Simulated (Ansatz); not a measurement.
The inner images of a band of Cl4H2NTa + ClH (10 atoms, charge 0, multiplicity 1) are given out of order.

The calculation used RKS PBE/def2-SVP in Ansatz 0.2.0.

Image 0:

```xyz
10
Properties=species:S:1:pos:R:3
Ta -0.052 0.254 0.026
N 1.929 0.011 0.220
H 2.435 0.273 1.074
H 2.558 -0.050 -0.588
Cl 0.028 0.682 2.331
Cl 0.367 -0.202 -2.235
Cl -0.966 2.322 -0.442
Cl -1.471 -1.546 0.270
Cl 2.224 -3.216 0.872
H 2.118 -1.928 0.612
```

Image 8:

```xyz
10
Properties=species:S:1:pos:R:3
Ta -0.018 -0.592 0.197
N 2.273 0.033 0.236
H 2.470 0.689 1.005
H 2.563 0.479 -0.646
Cl 0.146 -0.040 2.488
Cl 0.485 -0.970 -2.080
Cl -0.268 1.704 -0.289
Cl -2.239 -1.190 0.155
Cl 0.889 -2.717 0.698
H 2.868 -0.796 0.377
```

**Question.** Put them in order from the first end to the last, with their energies above the first end.
A.
```xyz
10
Properties=species:S:1:pos:R:3
Ta -0.026 -0.523 0.186
N 2.288 -0.003 0.241
H 2.560 0.649 0.990
H 2.668 0.339 -0.653
Cl 0.191 0.071 2.462
Cl 0.492 -0.794 -2.102
Cl -0.469 1.744 -0.273
Cl -2.184 -1.314 0.194
Cl 0.908 -2.662 0.653
H 2.741 -0.908 0.441
```
B.
```xyz
10
Properties=species:S:1:pos:R:3
Ta -0.022 0.187 0.041
N 1.981 0.074 0.211
H 2.482 0.370 1.057
H 2.603 0.043 -0.605
Cl 0.076 0.530 2.358
Cl 0.410 -0.366 -2.196
Cl -0.908 2.253 -0.430
Cl -1.555 -1.530 0.266
Cl 1.994 -3.127 0.842
H 2.109 -1.833 0.595
```
C.
```xyz
10
Properties=species:S:1:pos:R:3
Ta 0.012 0.107 0.062
N 2.033 0.117 0.201
H 2.532 0.435 1.041
H 2.648 0.107 -0.621
Cl 0.139 0.388 2.385
Cl 0.456 -0.508 -2.155
Cl -0.860 2.169 -0.405
Cl -1.666 -1.485 0.259
Cl 1.768 -2.998 0.800
H 2.108 -1.731 0.572
```
D.
```xyz
10
Properties=species:S:1:pos:R:3
Ta 0.033 -0.118 0.119
N 2.180 -0.066 0.238
H 2.594 0.450 1.027
H 2.695 0.136 -0.630
Cl 0.214 0.279 2.418
Cl 0.488 -0.580 -2.131
Cl -0.782 1.998 -0.330
Cl -1.817 -1.459 0.259
Cl 1.391 -2.717 0.695
H 2.175 -1.323 0.475
```
E.
```xyz
10
Properties=species:S:1:pos:R:3
Ta -0.013 -0.433 0.173
N 2.289 -0.043 0.244
H 2.624 0.548 1.016
H 2.727 0.241 -0.642
Cl 0.218 0.200 2.434
Cl 0.499 -0.644 -2.120
Cl -0.648 1.790 -0.278
Cl -2.075 -1.434 0.233
Cl 0.980 -2.604 0.638
H 2.567 -1.021 0.442
```
F.
```xyz
10
Properties=species:S:1:pos:R:3
Ta 0.049 -0.002 0.091
N 2.091 0.118 0.203
H 2.579 0.474 1.033
H 2.691 0.155 -0.629
Cl 0.194 0.272 2.413
Cl 0.495 -0.597 -2.130
Cl -0.820 2.063 -0.361
Cl -1.765 -1.451 0.248
Cl 1.542 -2.824 0.734
H 2.112 -1.609 0.537
```
G.
```xyz
10
Properties=species:S:1:pos:R:3
Ta 0.016 -0.289 0.152
N 2.250 -0.081 0.245
H 2.620 0.468 1.030
H 2.718 0.159 -0.638
Cl 0.224 0.267 2.425
Cl 0.490 -0.572 -2.132
Cl -0.739 1.891 -0.294
Cl -1.914 -1.490 0.260
Cl 1.161 -2.621 0.651
H 2.343 -1.132 0.442
```

**Answer.** B (+0.4 kcal/mol), C (+1.3 kcal/mol), F (+1.9 kcal/mol), D (-2.9 kcal/mol), G (-19.1 kcal/mol), E (-28.7 kcal/mol), A (-32.1 kcal/mol).

Time of the run: 4.8 min on 4 threads of Arm Neoverse V2, on a shared host, peak memory 0.26 GiB.
